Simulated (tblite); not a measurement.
C6H13O3 (SMILES COCC(C)[OH+]C(C)=O), charge +1, singlet, at the geometry of the source list; tblite 0.6.0 with GFN1-xTB.

Here is a job for tblite.
```
$ tblite run mol.xyz --method gfn1 --charge 1 --spin 0 --efield 0,0,0.1 --json tblite.json --no-restart

# file mol.xyz
22

C      2.40690000     1.33370000     1.05080000
O      1.19780000     0.58550000     0.98110000
C      1.33700000    -0.75400000     0.51400000
C     -0.06790000    -1.15710000     0.02240000
C     -0.05030000    -2.12410000    -1.14200000
O     -0.66950000     0.11830000    -0.39400000
C     -2.09660000     0.37730000     0.03090000
C     -2.53620000     1.65240000    -0.54400000
O     -2.61930000    -0.43700000     0.68710000
H      3.09200000     0.87400000     1.76350000
H      2.88530000     1.39930000     0.07080000
H      2.13220000     2.32560000     1.40180000
H      1.68090000    -1.41150000     1.31580000
H      2.05730000    -0.79110000    -0.31310000
H     -0.67290000    -1.54980000     0.84740000
H     -1.06160000    -2.38910000    -1.43560000
H      0.46380000    -1.69120000    -1.99650000
H      0.46680000    -3.03130000    -0.84560000
H      0.03670000     0.75800000     0.10600000
H     -2.75150000     1.51240000    -1.60350000
H     -3.45320000     1.97160000    -0.05260000
H     -1.77770000     2.42810000    -0.46460000
```

Output, abridged:

```
xTB calculator
 | screened Coulomb repulsion
 | Coulomb electrostatics
 |  * isotropic Klopman-Ohno-Mataga-Nishimoto electrostatics
 |  * onsite third-order electrostatics
 | DFT-D3(BJ) dispersion correction
 | Interactions (1)
 | [1] electric field

halogen bonding energy    0.0000000000000E+00 Eh
repulsion energy          3.2629668623771E-01 Eh
dispersion energy        -8.6754603249351E-03 Eh
interaction energy        0.0000000000000E+00 Eh
number of electrons       5.4000000000000E+01 e
integral cutoff           1.9731147476801E+01 bohr

------------------------------------------------------------
  cycle        total energy    energy error   density error
------------------------------------------------------------
      1     -32.92277560658  -3.3240397E+01   3.8578191E-01
      2     -33.31360784948  -3.9083224E-01   2.0780004E-01
      3     -33.31800864562  -4.4007961E-03   8.9236653E-02
      4     -33.32201623747  -4.0075919E-03   1.7568520E-02
      5     -33.32445871345  -2.4424760E-03   3.5652966E-03
      6     -33.32458854682  -1.2983336E-04   1.1013744E-03
      7     -33.32459838686  -9.8400423E-06   2.3281213E-04
      8     -33.32459887275  -4.8589600E-07   4.4814429E-05
      9     -33.32459889265  -1.9894429E-08   1.1674384E-05
------------------------------------------------------------

electronic energy        -3.3642220118561E+01 Eh
total energy             -3.3324598892648E+01 Eh

Post processing:
 | Mayer-Wiberg bond orders

[Info] JSON dump of results written to 'tblite.json'
```
